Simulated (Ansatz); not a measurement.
Start from `[BH2][GaH][CH2]CCl` and change one atom or group to get `FCCCCl`.

Ansatz, PBE0-D4/def2-TZVP geometries, multiplicity 1. Each molecule was computed in one conformer, which needn't be the lowest. `[BH2][GaH][CH2]CCl` holds a close contact that its SMILES doesn't draw: Cl···Ga 2.80 Å.

Scalar relativity is left out up to krypton.

| property | `[BH2][GaH][CH2]CCl` |
| --- | --- |
| HOMO energy (PBE0/def2-TZVPP) / eV | -7.12 |
| HOMO–LUMO gap (B3LYP/def2-TZVPP) / eV | 4.64 |
| size of the dipole moment (PBE/def2-TZVPP) / D | 2.14 |
| LUMO energy (PBE/def2-TZVPP) / eV | -3.05 |
| HOMO energy (B3LYP/def2-TZVPP) / eV | -6.92 |
| HOMO energy (PBE/def2-TZVPP) / eV | -5.97 |

(1) What does the change do to each property? (An estimate is asked.)

## Answers

(1) Computed: 
```json
{"property": "HOMO energy (PBE0/def2-TZVPP) / eV", "`FCCCCl`": "-8.44", "shift": "-1.32"}
{"property": "HOMO–LUMO gap (B3LYP/def2-TZVPP) / eV", "`FCCCCl`": "8.76", "shift": "4.12"}
{"property": "size of the dipole moment (PBE/def2-TZVPP) / D", "`FCCCCl`": "2.03", "shift": "-0.11"}
{"property": "LUMO energy (PBE/def2-TZVPP) / eV", "`FCCCCl`": "-0.23", "shift": "2.82"}
{"property": "HOMO energy (B3LYP/def2-TZVPP) / eV", "`FCCCCl`": "-8.18", "shift": "-1.26"}
{"property": "HOMO energy (PBE/def2-TZVPP) / eV", "`FCCCCl`": "-7.00", "shift": "-1.03"}
```

With PBE0 the HOMO falls by 1.32 eV and the LUMO rises by 2.97 eV, so the gap widens by about 4.29 eV. PBE moves the HOMO by -1.03 eV and ωB97M-V by -1.50 eV. Dipoles are sizes alone; their direction can turn.

Positive LUMOs are unbound, so they and the gaps depend on the basis.

B3LYP here is the variant with VWN-RPA as its local correlation; programs differ in this.
